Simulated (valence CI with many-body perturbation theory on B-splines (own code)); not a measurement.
**Cr X: calculated level list**

Method: configuration interaction combined with many-body perturbation theory (CI+MBPT): five valence electrons over a frozen Dirac-Fock core [Ne], a basis of 11 s, 11 p, 10 d, 8 f, 5 g, 2 h functions for each j, with the one-electron correlation potential Σ1, the two-electron term Σ2, the three-electron term Σ3, Breit, model QED; selected CI, second order for the rest, scaled by the run's own slope (own B-spline code, finite nucleus).

No measured spectrum was set against this ion. As an estimate, levels of excited configurations hold to 0.05 to 0.15 % of their energy, terms of the ground configuration to about 0.5 %. Among the levels kept, up to 3100 cm⁻¹ of a level comes from second order outside the variational space, and about a tenth of that is noise between levels of different J, which matters for small intervals.

Levels 1 to 45 of 179, with energies above the lowest level, 3s²3p³ ⁴S°_3/2. "Leading %" is the weight of the configuration and term that name the level; weights of strongly mixed levels are sums over their largest components and can fall short. In the jj column 3d3/2^4 stands for four electrons in 3d with j = 3/2. Lifetimes count E1, E2, E3, M1 and M2 decay at the calculated energies, and are blank where another channel may lead or the interval is too uncertain; long ones can be off by a factor of two.

```csv
No.,Configuration,Term,J,E (cm⁻¹),Leading %,Leading jj,g,Lifetime
1,3s²3p³,⁴S°,3/2,0,95,3s^2 3p1/2 3p3/2^2 (51 %),1.992,
2,3s²3p³,²D°,3/2,37332,88,3s^2 3p1/2 3p3/2^2 (45 %),0.844,76.1 ms
3,3s²3p³,²D°,5/2,39689,96,3s^2 3p1/2 3p3/2^2 (96 %),1.200,1.73 s
4,3s²3p³,²P°,1/2,64261,95,3s^2 3p1/2 3p3/2^2 (95 %),0.665,10.7 ms
5,3s²3p³,²P°,3/2,67483,87,3s^2 3p3/2^3 (73 %),1.298,4.41 ms
6,3s3p⁴,⁴P,5/2,233870,88,3s 3p1/2^2 3p3/2^2 (66 %),1.597,824 ps
7,3s3p⁴,⁴P,3/2,239960,88,3s 3p1/2 3p3/2^3 (76 %),1.732,779 ps
8,3s3p⁴,⁴P,1/2,242910,87,3s 3p3/2^4 (33 %),2.665,749 ps
9,3s3p⁴,²D,3/2,289790,76,3s 3p1/2 3p3/2^3 (47 %),0.806,377 ps
10,3s3p⁴,²D,5/2,290770,76,3s 3p1/2 3p3/2^3 (58 %),1.203,405 ps
11,3s²3p²3d,²P,3/2,333520,50,3s 3p1/2 3p3/2^3 (26 %),1.328,141 ps
12,3s3p⁴,²P,1/2,337570,37,3s 3p1/2^2 3p3/2^2 (29 %),0.969,130 ps
13,3s3p⁴,²S,1/2,349150,62,3s 3p3/2^4 (41 %),1.698,152 ps
14,3s²3p²3d,⁴F,3/2,367720,94,3s^2 3p1/2^2 3d3/2 (41 %),0.416,12.3 ns
15,3s²3p²3d,⁴F,5/2,370060,93,3s^2 3p1/2 3p3/2 3d3/2 (57 %),1.040,21.0 ns
16,3s²3p²3d,⁴F,7/2,373470,93,3s^2 3p1/2 3p3/2 3d5/2 (62 %),1.243,69.9 ns
17,3s²3p²3d,⁴F,9/2,377830,96,3s^2 3p3/2^2 3d5/2 (54 %),1.331,
18,3s²3p²3d,²F,5/2,380670,78,3s^2 3p1/2 3p3/2 3d3/2 (61 %),0.954,21.6 ns
19,3s²3p²3d,²F,7/2,383310,50,3s^2 3p1/2 3p3/2 3d5/2 (61 %),1.276,54.8 ns
20,3s²3p²3d,⁴D,1/2,383570,96,3s^2 3p1/2 3p3/2 3d3/2 (77 %),0.003,3.48 ns
21,3s²3p²3d,⁴D,3/2,384290,94,3s^2 3p1/2 3p3/2 3d3/2 (38 %),1.186,3.38 ns
22,3s²3p²3d,⁴D,5/2,386920,74,3s^2 3p1/2 3p3/2 3d5/2 (43 %),1.263,4.86 ns
23,3s²3p²3d,⁴D,7/2,392800,48,3s^2 3p3/2^2 3d5/2 (89 %),1.288,22.9 μs
24,3s²3p²3d,²G,7/2,423950,95,3s^2 3p1/2 3p3/2 3d3/2 (50 %),0.891,8.31 ns
25,3s²3p²3d,²G,9/2,425620,95,3s^2 3p1/2 3p3/2 3d5/2 (54 %),1.113,
26,3s²3p²3d,²P,3/2,433380,50,3s^2 3p1/2 3p3/2 3d5/2 (35 %),1.323,18.2 ps
27,3s²3p²3d,²P,1/2,441100,52,3s^2 3p3/2^2 3d5/2 (31 %),0.716,18.1 ps
28,3s²3p²3d,⁴P,5/2,442210,84,3s^2 3p1/2 3p3/2 3d5/2 (46 %),1.589,13.7 ps
29,3s²3p²3d,⁴P,3/2,445160,83,3s^2 3p1/2 3p3/2 3d3/2 (31 %),1.701,13.5 ps
30,3s²3p²3d,⁴P,1/2,446970,83,3s^2 3p3/2^2 3d3/2 (48 %),2.610,13.1 ps
31,3s²3p²3d,²D,3/2,453130,87,3s^2 3p3/2^2 3d3/2 (32 %),0.838,74.6 ps
32,3s²3p²3d,²D,5/2,460460,87,3s^2 3p3/2^2 3d5/2 (55 %),1.208,44.5 ps
33,3s²3p²3d,²D,5/2,477210,84,3s^2 3p1/2 3p3/2 3d5/2 (37 %),1.200,21.5 ps
34,3s²3p²3d,²D,3/2,477350,79,3s^2 3p1/2 3p3/2 3d3/2 (36 %),0.807,16.6 ps
35,3s²3p²3d,²P,1/2,492210,80,3s^2 3p1/2 3p3/2 3d5/2 (68 %),0.809,17.0 ps
36,3s²3p²3d,²P,3/2,497000,88,3s^2 3p3/2^2 3d5/2 (50 %),1.326,16.6 ps
37,3s²3p²3d,²S,1/2,498780,69,3s^2 3p1/2 3p3/2 3d3/2 (30 %),1.865,17.5 ps
38,3s²3p²3d,²F,5/2,499100,86,3s^2 3p1/2 3p3/2 3d3/2 (35 %),0.890,11.1 ps
39,3s²3p²3d,²F,7/2,501370,95,3s^2 3p1/2 3p3/2 3d5/2 (57 %),1.142,11.1 ps
40,3s²3p²3d,²D,5/2,520020,84,3s^2 3p3/2^2 3d5/2 (55 %),1.169,12.4 ps
41,3s²3p²3d,²D,3/2,521560,93,3s^2 3p3/2^2 3d3/2 (46 %),0.801,12.6 ps
42,3s3p³3d,⁶D°,1/2,532980,99,3s 3p1/2 3p3/2^2 3d3/2 (53 %),3.334,52.2 ns
43,3s3p³3d,⁶D°,3/2,533130,99,3s 3p1/2 3p3/2^2 3d3/2 (47 %),1.866,59.7 ns
44,3s3p³3d,⁶D°,5/2,533370,99,3s 3p1/2 3p3/2^2 3d3/2 (36 %),1.657,85.2 ns
45,3s3p³3d,⁶D°,7/2,533700,99,3s 3p1/2 3p3/2^2 3d5/2 (32 %),1.587,169 ns
```

Names give the largest LS component (configuration and term), which can be under half, so a name can repeat, a term be missing and a line seem to break the LS rules; names also repeat where a configuration has a term twice.

The ionisation energy to 3s²3p² ³P0 of the next ion comes out as 241.87 eV (NIST: 244.5 ± 0.5 eV (semi-empirical), further off than twice its uncertainty). All 179 levels together are meant to be complete up to 917190 cm⁻¹.
